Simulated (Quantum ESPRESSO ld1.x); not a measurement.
Cl IV, 14 electrons, occupied as [Ne] 3s2 3p1.5 4s0.5 (fractional occupations, a model configuration).

Calculated with ld1.x of Quantum ESPRESSO 7.5: scalar-relativistic Kohn-Sham, LDA (Slater exchange, Perdew-Zunger correlation), spin-polarised, spherical densities, point nucleus; open shells are filled with parallel spins first.

Energy parts (eV):
| part | energy |
|---|---|
| total | -12430.83 |
| kinetic | 12480.56 |
| electron-nucleus | -29034.38 |
| Hartree | 4812.23 |
| exchange-correlation | -689.23 |

Orbitals (lengths in bohr, moments of r in powers of bohr; r(max) is where P^2 peaks):
| orbital | occ. | eigenvalue (eV) | r(max) | <r^2> |
|---|---|---|---|---|
| 1s up | 1 | -2793.33 | 0.05963 | 0.01119 |
| 1s down | 1 | -2792.90 | 0.05962 | 0.01119 |
| 2s up | 1 | -301.030 | 0.3623 | 0.2351 |
| 2s down | 1 | -300.563 | 0.3623 | 0.2346 |
| 2p up | 3 | -241.229 | 0.3006 | 0.2054 |
| 2p down | 3 | -240.662 | 0.3008 | 0.2048 |
| 3s up | 1 | -62.6881 | 1.215 | 2.171 |
| 3s down | 1 | -60.4151 | 1.215 | 2.189 |
| 3p up | 1.5 | -48.8597 | 1.287 | 2.561 |
| 3p down | 0 | -46.6588 | 1.290 | 2.599 |
| 3d up | 0 | -29.4318 | 1.400 | 3.610 |
| 3d down | 0 | -27.4439 | 1.414 | 3.748 |
| 4s up | 0.5 | -22.5837 | 3.027 | 11.49 |
| 4s down | 0 | -21.3395 | 3.064 | 11.96 |
| 4p up | 0 | -18.6543 | 3.363 | 14.12 |
| 4p down | 0 | -17.5378 | 3.430 | 14.94 |
| 4f up | 0 | -10.5676 | 3.800 | 20.82 |
| 4f down | 0 | -9.7612 | 4.068 | 23.93 |
| 5s up | 0 | -10.9262 | 5.897 | 38.73 |
| 5s down | 0 | -10.5421 | 6.070 | 41.05 |

The highest occupied level is 4s up at -22.584 eV. The configuration is held as typed, so some empty levels lie below it. Spin moment in Bohr magnetons: 2.
